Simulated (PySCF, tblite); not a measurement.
Isomers of C3H5FN2Si. Method: GFN2-xTB as coded in tblite; computed harmonic values from a numerical Hessian at the method's own geometry, unscaled. The method is semi-empirical: single wavenumbers can be off by several per cent or more. Modes of hydrogen on silicon can be 10 to 20 % off. One conformer each.

Electronic energies: PBE0/pcSseg-1 single points on the GFN2-xTB geometries (PySCF, gas phase).

```csv
SMILES,"electronic energy, lowest = 0 (kJ/mol)"
N#C/C=C(/F)[SiH2]N,0.0
N#C/C(CF)=N/[SiH3],76.0
N#C[C@@H](F)/C=N/[SiH3],85.1
N#C[C@@H](F)/C=N\[SiH3],95.9
```

**Question.** How do GFN2-xTB zero-point energies change the relative energies?

**Answer.** 
| SMILES | ZPE (kJ/mol) | of it from modes above 1550 cm⁻¹ | electronic (kJ/mol) | with ZPE, lowest = 0 (kJ/mol) | lowest mode (cm⁻¹) | rings |
| --- | --- | --- | --- | --- | --- | --- |
| N#C/C=C(/F)[SiH2]N | 194.3 | 110.7 | 0.0 | 0.0 | 38 | 0 |
| N#C/C(CF)=N/[SiH3] | 188.9 | 100.6 | 76.0 | 70.6 | 53 | 0 |
| N#C[C@@H](F)/C=N/[SiH3] | 187.3 | 100.5 | 85.1 | 78.1 | 47 | 0 |
| N#C[C@@H](F)/C=N\[SiH3] | 187.9 | 100.9 | 95.9 | 89.5 | 37 | 0 |

The zero-point energies span 7.0 kJ/mol, from `N#C[C@@H](F)/C=N/[SiH3]` to `N#C/C=C(/F)[SiH2]N`. The order is unchanged.

**Question.** And how do the electronic energies of GFN2-xTB itself compare?

**Answer.** `N#C/C=C(/F)[SiH2]N` 15.9; `N#C/C(CF)=N/[SiH3]` 0.0; `N#C[C@@H](F)/C=N/[SiH3]` 22.2; `N#C[C@@H](F)/C=N\[SiH3]` 18.1 kJ/mol, lowest = 0. Against the energies above, taken from the same isomer `N#C/C=C(/F)[SiH2]N`, the largest difference is 93.7 kJ/mol.

**Question.** What do entropy and thermal enthalpy add at 298.15 K and 1 bar (rigid rotor, harmonic oscillator, one conformer each)?

**Answer.** 
```json
{"SMILES": "N#C/C=C(/F)[SiH2]N", "point group": "C1", "symmetry number": "1", "S (J/(mol K))": "386.9", "H − H(0) (kJ/mol)": "25.95", "ZPE + H − H(0) − TS (kJ/mol)": "104.9"}
{"SMILES": "N#C/C(CF)=N/[SiH3]", "point group": "Cs", "symmetry number": "1", "S (J/(mol K))": "390.9", "H − H(0) (kJ/mol)": "25.79", "ZPE + H − H(0) − TS (kJ/mol)": "98.1"}
{"SMILES": "N#C[C@@H](F)/C=N/[SiH3]", "point group": "C1", "symmetry number": "1", "S (J/(mol K))": "389.9", "H − H(0) (kJ/mol)": "25.70", "ZPE + H − H(0) − TS (kJ/mol)": "96.7"}
{"SMILES": "N#C[C@@H](F)/C=N\\[SiH3]", "point group": "C1", "symmetry number": "1", "S (J/(mol K))": "388.5", "H − H(0) (kJ/mol)": "25.35", "ZPE + H − H(0) − TS (kJ/mol)": "97.5"}
```
